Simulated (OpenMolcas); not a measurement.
What dynamic correlation does to the levels of Lu

```
Program             : OpenMolcas
Basis               : ANO-RCC-VTZP [8s7p5d3f2g1h]
Scalar Hamiltonian  : DKH2, point nucleus
Active space        : 3 electrons in 9 orbitals (RAS2 5d 6s; RAS3 6p, at most 2 electrons)
State averaging     : 2S+1 = 2 even, 30 roots; 2S+1 = 4 even, 13 roots kept (CI in the orbitals of an earlier block); 2S+1 = 2 odd, 33 roots; 2S+1 = 4 odd, 15 roots kept (CI in the orbitals of an earlier block)
Spin-orbit coupling : state interaction with AMFI integrals over the reference wave functions, term energies averaged over their components
```

Methods on the same reference wave functions:
A. RASSCF
B. SS-RASPT2, IPEA 0.25 Eh, imaginary shift 0.1 Eh (closed shells correlated: 5s 5p)
C. MS-RASPT2, IPEA 0.25 Eh, imaginary shift 0.1 Eh (closed shells correlated: 5s 5p)

Energies in cm-1 above 5d 6s2 2D 3/2, the measured ground level; measured values from NIST Handbook of Basic Atomic Spectroscopic Data.

| Level | A | B | C | Measured |
| --- | --- | --- | --- | --- |
| 5d 6s2 2D 3/2 | 0.0 | 0.0 | 0.0 | 0.0 |
| 5d 6s2 2D 5/2 | 1868 | 1868 | 1856 | 1994 |
| 6s2 6p 2P* 1/2 | 4793 | 3910 | 3850 | 4136 |
| 6s2 6p 2P* 3/2 | 6703 | 5820 | 5780 | 7476 |
| 5d 6s 6p 4F* 3/2 | 14996 | 15930 | 15960 | 17427 |
| 5d 6s 6p 4F* 5/2 | 15899 | 16830 | 16850 | 18505 |
| 5d 6s 6p 4F* 7/2 | 17288 | 18260 | 18280 | 20433 |
| 5d 6s 6p 4D* 1/2 | 18535 | 19310 | 19330 | 20762 |
| 5d 6s 6p 4D* 3/2 [70 %] | 18829 | 19530 | 19550 | 21195 |
| 5d 6s 6p 4F* 9/2 | 18935 | 19910 | 19930 | 22609 |
| 6s 6p2 4P 1/2 | 19020 | 19780 | 19840 |  |
| 5d 6s 6p 2D* 5/2(1) [61 %] | 19041 | 19540 | 19560 |  |
| 5d2 6s 4F 3/2 | 20002 | 18670 | 18700 | 18851 |
| 5d 6s 6p 2D* 3/2(1) [63 %] | 20070 | 20540 | 20570 |  |
| 5d 6s 6p 4D* 5/2 [68 %] | 20194 | 20920 | 20950 | 22222 |
| 6s 6p2 4P 3/2 | 20300 | 21130 | 21040 |  |
| 5d2 6s 4F 5/2 | 20650 | 19340 | 19370 | 19403 |
| 5d 6s 6p 4D* 7/2 | 21019 | 21810 | 21830 | 23524 |
| 5d 6s 6p 4P* 1/2 | 21105 | 21960 | 21980 | 24109 |
| 6s 6p2 4P 5/2 [74 %] | 21449 | 21980 | 21760 |  |
| 5d 6s 6p 4P* 3/2 | 21528 | 22330 | 22350 | 24308 |
| 5d2 6s 4F 7/2 | 21724 | 20360 | 20380 | 20247 |
| 5d 6s 6p 4P* 5/2 | 22546 | 23350 | 23370 | 25192 |
| 5d2 6s 4F 9/2 | 22888 | 21510 | 21530 | 21242 |

Deviations, from unrounded energies. A percentage is the sum of absolute deviations over the sum of measured energies, with the sign that they share, or ± where signs differ.

```json
{"Against measurement": "mean absolute deviation (cm-1)", "Levels": "18", "A": "2000", "B": "1300", "C": "1300"}
{"Against measurement": "fine structure of the ground term (%)", "Levels": "1", "A": "-6.3", "B": "-6.3", "C": "-6.9"}
{"Against measurement": "other configurations (%)", "Levels": "17", "A": "±11.0", "B": "±6.8", "C": "±6.8"}
```

B, C lie about equally close to measurement and A furthest from it. The largest miss of C in the table is 5d 6s 6p 4F* 9/2, by -2700 cm-1. The ranking rests on the paired levels alone, and a cruder setting can come out closer through cancelling errors.

Between B and C the level of the table that moves most is 6s 6p2 4P 5/2 [74 %], by 220 cm-1 (lowest in C, highest in B). Moves below CASPT2's spread within the term are not significant.

The two smallest mean deviations differ by little beside CASPT2's spread within terms, so their order carries little weight.

The lowest spin-free term lies below A's lowest term by 0.206 hartree in B, 0.206 hartree in C.

CASPT2 does not keep the components of a term degenerate, so their means are used; among the terms shown or strongly mixed into the levels shown the widest spread is 350 cm-1 (5d2 6s 4F, C). Terms from blocks run as CI alone lack orbitals of their own. A single d shell beside an s shell can misplace configurations of different d count against each other. Without dynamic correlation excited terms often stand tens of per cent too high (terms of higher spin than the ground term too low), and those without a measured partner can miss by more than the paired ones (holds for A). Computed and measured levels are paired by configuration, term and J; levels that our copy of the source lacks, or whose pairing is in doubt (as where it misses far off the trend of its configuration), stay unpaired and out of the deviations. Levels of configurations outside the active space are missing. Levels that lie high or do not pair safely by name in every column are left out.

A share in square brackets marks a mixed level and gives the weight of the term that names it, the lowest over the columns. A number in round brackets counts repeated terms of one configuration in the order of the reference energies. * marks odd parity.
